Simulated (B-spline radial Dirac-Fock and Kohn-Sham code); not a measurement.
Elastic scattering of 33.1 keV electrons by the free gadolinium atom

Level of theory: relativistic (Dirac) partial waves in the static field of the Dirac-Fock atom with Furness-McCarthy exchange, without polarisation or absorption potentials; an atomic code on a B-spline grid.

```
θ (°)  dσ/dΩ (Å²/sr)  Sherman function
    5           2.18             0.000
   10          0.256             0.000
   15         0.0699             0.001
   20         0.0265             0.005
   25         0.0126             0.010
   30        0.00700             0.016
   35        0.00425             0.021
   40        0.00277             0.023
   45        0.00190             0.021
   50        0.00137             0.014
   55        0.00102             0.002
   60       0.000789            -0.015
   65       0.000627            -0.036
   70       0.000510            -0.060
   75       0.000423            -0.085
   80       0.000358            -0.112
   85       0.000307            -0.137
   90       0.000268            -0.161
   95       0.000237            -0.183
  100       0.000212            -0.201
  105       0.000192            -0.215
  110       0.000175            -0.225
  115       0.000162            -0.230
  120       0.000151            -0.231
  125       0.000142            -0.227
  130       0.000134            -0.219
  135       0.000128            -0.207
  140       0.000123            -0.192
  145       0.000118            -0.174
  150       0.000115            -0.154
  155       0.000112            -0.131
  160       0.000110            -0.107
  165       0.000108            -0.081
  170       0.000107            -0.055
  175       0.000107            -0.028
```

The total elastic cross section is 0.443 Å², the first transport cross section 0.00562 Å² and the second, weighted with (3/2) sin²θ, 0.0119 Å². The mean deflection is ⟨1 − cos θ⟩ = 0.0127, and 0.23 % of the collisions scatter beyond 90°.

Values without a named source are computed, but for edge energies of neutral atoms, which are taken from tables.
